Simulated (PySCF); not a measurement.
Rigid-rotor lines calculated for a species of formula AsFH6Si2 (commonest isotopes; PBE0-D3(BJ)/def2-SVP geometry optimisation, gas phase (PySCF)), labelled J(Ka,Kc):

```json
{"transition": "1(1,1) ← 0(0,0)", "MHz": "4665.4"}
{"transition": "2(1,1) ← 1(1,0)", "MHz": "6182.9"}
{"transition": "2(1,2) ← 1(1,1)", "MHz": "5427.9"}
{"transition": "2(0,2) ← 1(0,1)", "MHz": "5751.0"}
{"transition": "1(0,1) ← 0(0,0)", "MHz": "2902.7"}
```

Problem. Find the rotational constants.

Solution. 1(0,1) ← 0(0,0) is B + C, 2(1,1) ← 1(1,0) is 3B + C and 2(1,2) ← 1(1,1) is B + 3C, so B − C is half the difference of the last two, 377.5 MHz. 1(1,1) ← 0(0,0) is A + C. A = 3402.8, B = 1640.1, C = 1262.6 MHz.

Problem. What moments of inertia, asymmetry and inertial defect follow?

Solution. I = 505379 MHz·u·Å² over each constant: Ia = 148.52, Ib = 308.14, Ic = 400.26 u·Å²; κ = (2B − A − C)/(A − C) = -0.647 (asymmetric top); Δ = Ic − Ia − Ib = -56.40 u·Å².

Problem. Which dipole components do these lines need?

Solution. μa and μb (a-type: ΔKa even, ΔKc odd; b-type: both odd). The calculation gives |μa| = 0.74 D, |μb| = 0.29 D, |μc| = 1.42 D.

Problem. Where do these fall, and of which type are they? 3(1,2) ← 2(1,1); 4(2,2) ← 3(2,1); 3(2,1) ← 2(2,0); 3(2,2) ← 2(1,1); 3(3,1) ← 2(2,0); 4(1,3) ← 4(0,4); 2(1,1) ← 2(1,2); 4(3,2) ← 4(2,3); 3(2,2) ← 3(1,3); 1(1,1) ← 1(0,1); 3(1,2) ← 3(1,3); 1(1,0) ← 1(0,1).

Solution. 
| transition | MHz | type | branch |
| --- | --- | --- | --- |
| 2(1,1) ← 2(1,2) | 1132 | a | Q |
| 1(1,1) ← 1(0,1) | 1763 | c | Q |
| 1(1,0) ← 1(0,1) | 2140 | b | Q |
| 3(1,2) ← 3(1,3) | 2260 | a | Q |
| 4(1,3) ← 4(0,4) | 4429 | b | Q |
| 3(2,2) ← 3(1,3) | 7019 | b | Q |
| 3(2,1) ← 2(2,0) | 8919 | a | R |
| 3(1,2) ← 2(1,1) | 9237 | a | R |
| 4(3,2) ← 4(2,3) | 9927 | b | Q |
| 4(2,2) ← 3(2,1) | 12055 | a | R |
| 3(2,2) ← 2(1,1) | 13996 | b | R |
| 3(3,1) ← 2(2,0) | 18443 | b | R |

Problem. Which structure gave them?

Solution. `[AsH]([SiH2]F)[SiH3]`, point group C1. Three constants can't fix a structure by themselves; this is the one that was computed:
```
atom  x, y, z in Å
F1     2.181    1.492   -0.133
Si2    1.838   -0.099   -0.059
As3   -0.028   -0.499   -1.439
Si4   -1.594    0.298    0.152
H5     3.009   -0.857   -0.587
H6     1.611   -0.439    1.376
H7    -0.111   -1.934   -0.918
H8    -2.959   -0.138   -0.266
H9    -1.526    1.789    0.138
H10   -1.316   -0.197    1.535
```

The values belong to one conformer (point group C1) with, in the numbering `[F:1][SiH2:2][AsH:3][SiH3:4]`, F1–Si2–As3–Si4 -79°. Not checked by PBE0-D3(BJ)/def2-SVP frequencies. No vibrational averaging or centrifugal distortion is included, and the geometry carries the error of its method. A rigid rotor knows nothing of internal rotation, which can split or shift real lines. Quadrupole hyperfine structure (75As) is left out.
